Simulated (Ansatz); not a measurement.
Reaction (substitution at a C–Si bond): `NC[SiH2]S` + `CCS` → `CCSCN` + `[SiH3]S`

Computed with Ansatz on PBE0-D4/def2-TZVP structures; ΔE is electronic, products minus reactants. CBS: MP2 limit from def2 TZ/QZ plus the TZ coupled-cluster correction, frozen cores. DFT in def2-TZVPP. Each species was taken in one conformer, which may not be the lowest.

`NC[SiH2]S`:

Z-matrix (Å, degrees):
```
C
Si 1 1.880
N 1 1.458 2 108.3
H 1 1.101 2 110.5 3 -127.3
H 1 1.095 2 106.8 3 117.5
S 2 2.143 1 112.3 3 173.9
H 2 1.482 1 111.3 3 -69.3
H 2 1.490 1 108.5 3 51.4
H 3 1.012 1 111.6 2 172.7
H 3 1.012 1 111.1 2 -67.6
H 6 1.344 2 94.8 1 -64.0
```

`CCS`:

```xyz
9

C    -0.730   -0.583   -0.236
C     0.123    0.390    0.551
S     1.277    1.352   -0.463
H    -1.295   -0.066   -1.014
H    -1.436   -1.095    0.424
H    -0.112   -1.343   -0.720
H    -0.499    1.148    1.035
H     0.680   -0.115    1.342
H     1.993    0.312   -0.919
```

`CCSCN`:

```xyz
14

C    -1.882    0.131   -0.521
C    -0.931    0.865    0.403
S     0.017   -0.211    1.503
C     1.201   -0.909    0.338
N     2.024    0.112   -0.271
H    -2.597   -0.468    0.045
H    -2.438    0.841   -1.139
H    -1.343   -0.537   -1.197
H    -1.477    1.534    1.073
H    -0.215    1.468   -0.157
H     1.741   -1.657    0.934
H     0.670   -1.447   -0.452
H     2.606    0.561    0.425
H     2.624   -0.283   -0.985
```

`[SiH3]S`:

```xyz
6

Si    0.430   -0.046    0.302
S    -1.650   -0.128   -0.181
H     1.226   -0.964   -0.551
H     0.509   -0.477    1.718
H     0.971    1.329    0.160
H    -1.486    0.286   -1.448
```

```tsv
species	PBE0-D4 energy (Eh)
`NC[SiH2]S`	-784.46850
`CCS`	-477.82231
`CCSCN`	-572.41645
`[SiH3]S`	-689.86552
```

Task: Work out ΔE.

Result: ΔE = (-572.41645) + (-689.86552) − (-784.46850) − (-477.82231) = 0.00884 Eh = +5.5 kcal/mol. CCSD(T)/CBS gives +5.7 kcal/mol.

Largest T1 diagnostic among the species: 0.011.
